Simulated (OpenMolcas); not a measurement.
A run on Re5+ among 8 point charges of -1.2 e arranged as a cube (Oh), 1.8 Å from the ion.

| Quantity | Value |
| --- | --- |
| Program | OpenMolcas 26.06 |
| Method | CASSCF |
| Basis | ANO-RCC-VTZP [8s7p5d3f2g1h] |
| Scalar Hamiltonian | DKH2, point nucleus |
| Active space | 2 electrons in 5 orbitals (5d) |
| State averaging | 2S+1 = 3 even, 10 roots; 2S+1 = 1 even, 15 roots |
| Spin-orbit coupling | RASSI with atomic mean-field integrals over the reference wave functions |

104 basis functions. Blocks (2S+1, parity, CSFs, roots kept): 3, even, 10, 10; 1, even, 15, 15.

Q: How long do the RASSCF and RASSI steps take on 1 thread of Intel(R) Xeon(R) Platinum 8375C CPU @ 2.90GHz (Ice Lake) (shared host)?

A: About 13 s of wall time, without the integral step.
